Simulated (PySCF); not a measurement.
## Bond length, frequency and bond energy of TiBr by level of theory

State: quartet, unpaired electrons σ ↑, π ↑, δ ↑, a mixture of terms (⟨Lz²⟩ = 4.8). Set-up: PySCF, no relativity, basis sets Ti def2-TZVPP, Br def2-TZVPP. De refers to Ti (3d2 4s2) + Br in their high-spin ground configurations, without counterpoise correction. The functionals are run spin-unrestricted. A positive dipole means Ti(−)Br(+).

| Level | Re (Å) | ωe (cm⁻¹) | De (eV) | μ (D) |
| --- | --- | --- | --- | --- |
| UHF | 2.540 | 280 | n/a | -3.96 |
| UHF-MP2 | 2.437 | 300 | n/a | n/a |
| UHF-SCS-MP2 | 2.462 | 295 | n/a | n/a |
| PBE | 2.401 | 306 | n/a | -3.57 |
| PBEsol | 2.373 | 316 | n/a | -3.50 |
| BLYP | 2.428 | 296 | n/a | -3.65 |
| BP86 | 2.402 | 305 | n/a | -3.59 |
| r²SCAN | 2.407 | 309 | n/a | -3.84 |
| TPSSh | 2.416 | 304 | n/a | -3.93 |
| PBE0 | 2.415 | 306 | n/a | -4.08 |
| ωB97X-V | 2.429 | 305 | n/a | -4.35 |

The bond length runs from 2.373 Å (PBEsol) to 2.540 Å (UHF).

Correlated steps freeze 14 core orbitals. De is left out where the level can put another filling of the metal’s s and d shells below the measured ground configuration, by anything from nothing to about 1 eV. Spin–orbit coupling is left out. With d or f electrons several states lie close, and the lowest PBE0 determinant need not be the measured ground state.

The whole job (state search and all levels along the bond) took about 5 min on 2 threads of AMD EPYC 9R45 96-Core (shared host), peak memory 4.7 GiB.
